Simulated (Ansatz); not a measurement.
Frontier orbitals of BFGaH6NSi (`[NH2][Ga]([SiH3])[BH]F`).

Z-matrix (Å, degrees):
```
Si
Ga 1 2.414
H 1 1.491 2 111.2
H 1 1.491 2 111.2 3 -119.0
H 1 1.491 2 112.2 3 120.5
B 2 2.115 1 128.2 3 61.7
N 2 1.822 1 113.3 3 -120.4
F 6 1.325 2 120.1 1 -86.2
H 6 1.207 2 124.9 1 91.6
H 7 1.006 2 125.0 1 179.4
H 7 1.006 2 123.3 1 1.5
```

The species carries charge 0 and has multiplicity 1. Correlated methods include outer-core shells of Ga, which these sets cover unevenly. Scalar relativity is left out up to krypton. The structure was optimised at the PBE0-D4/def2-TZVP level. It is one conformer, not always the lowest. Basis def2-TZVPP, Ansatz 0.2.0.

```json
{"functional": "PBE", "HOMO (eV)": "-5.85", "LUMO (eV)": "-2.56", "gap (eV)": "3.29"}
{"functional": "PBE0", "HOMO (eV)": "-6.98", "LUMO (eV)": "-1.63", "gap (eV)": "5.35"}
{"functional": "r2SCAN0", "HOMO (eV)": "-7.13", "LUMO (eV)": "-1.47", "gap (eV)": "5.66"}
{"functional": "HSE06 (plane-wave form)", "HOMO (eV)": "-6.59", "LUMO (eV)": "-2.01", "gap (eV)": "4.58"}
{"functional": "ωB97M-V", "HOMO (eV)": "-9.00", "LUMO (eV)": "0.25", "gap (eV)": "9.25"}
```

From PBE to PBE0 the HOMO moves by −1.13 eV and the LUMO by +0.93 eV, and with ωB97M-V by −3.15 and +2.81 eV, so the gap grows from 3.30 to 9.25 eV with exact exchange. A positive LUMO is unbound and depends on the basis.
